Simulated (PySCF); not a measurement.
Polarisability and C₆ of Fe⁺ (iron, charge +1)

[Ar] 3d7, high-spin 4F determinant (an excited configuration). All numbers are calculated (PySCF 2.14, scalar relativity by spin-free X2C-1e, in aug-cc-pwCVTZ-DK (10s9p7d4f3g, 127 functions)). Coupled (time-dependent) response in atomic units; α is the mean over directions.

| method | mean α (bohr³) | C₆ (like pair) | S(−4) |
| --- | --- | --- | --- |
| wB97M-V | 10.23 | 35.31 | 147.9 |

S(−4) is the Cauchy moment in α(ω) = α(0) + S(−4) ω² + …

α(iu) at wB97M-V:

```json
{"u (hartree)": "0", "α(iu) (bohr³)": "10.23"}
{"u (hartree)": "0.0500", "α(iu) (bohr³)": "9.888"}
{"u (hartree)": "0.100", "α(iu) (bohr³)": "9.059"}
{"u (hartree)": "0.200", "α(iu) (bohr³)": "7.231"}
{"u (hartree)": "0.300", "α(iu) (bohr³)": "5.900"}
{"u (hartree)": "0.500", "α(iu) (bohr³)": "4.370"}
{"u (hartree)": "0.750", "α(iu) (bohr³)": "3.319"}
{"u (hartree)": "1.00", "α(iu) (bohr³)": "2.634"}
{"u (hartree)": "1.50", "α(iu) (bohr³)": "1.782"}
{"u (hartree)": "2.00", "α(iu) (bohr³)": "1.293"}
{"u (hartree)": "3.00", "α(iu) (bohr³)": "0.7787"}
{"u (hartree)": "5.00", "α(iu) (bohr³)": "0.3781"}
```

A single London oscillator, α(iu) = α/(1 + u²/ω²), gives C₆ = (3/4) ω α². Matching the computed C₆ needs ω = 4 × 35.31 / (3 × 10.23²) = 0.450 hartree.

For an ion, C₆ is the dispersion term alone; charge-induced terms of lower order in 1/R come first.
